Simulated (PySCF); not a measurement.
SMILES N[SeH] at its CAM-B3LYP/def2-SVP optimised geometry (Å):

```
5

Se    -0.9694    -0.7285     0.0000
H     -1.2606     0.7285     0.0000
N      0.8660    -0.7285     0.0000
H      1.2605    -0.3032     0.8345
H      1.2606    -0.3026    -0.8341
```

Level of theory: CAM-B3LYP/def2-TZVP (PySCF).

Map of the electrostatic potential (hartree/e), clipped to [-0.08, 0.12] on the plane z = 0.6 Å:

```
|333333333333333333333333333|
|333333333333333333333333333|
|333333333333333333333333333|
|333333333333333344444433333|
|333333444444444444444444333|
|333334444444444444444444443|
|333344444444444444444444444|
|333444455554444444444444444|
|333444567765444444444444444|
|333445689976544444555444444|
|334445799997554455555554444|
|334445799999765567776554444|
|334456899999986799998655444|
|344568999999999999999755444|
|344569999999999999999754443|
|334579999999999999999654433|
|334569999999999999997543333|
|333458999999999999974333333|
|333446999999999998532222333|
|333334699999985321101122233|
|333333467999753100000112223|
|333223344555432100000112222|
|322222233343322100001122222|
|322222223333222111111122222|
|222222222222222111111222222|
|222222222222222221122222222|
|222222222222222222222222222|
```
Scale: ten equal steps from -0.060 (start of '0') to 0.120 (end of '9'), in the order '0123456789'; x runs from -3.50 to 3.50, y from -3.50 (bottom) to 3.50 (top).
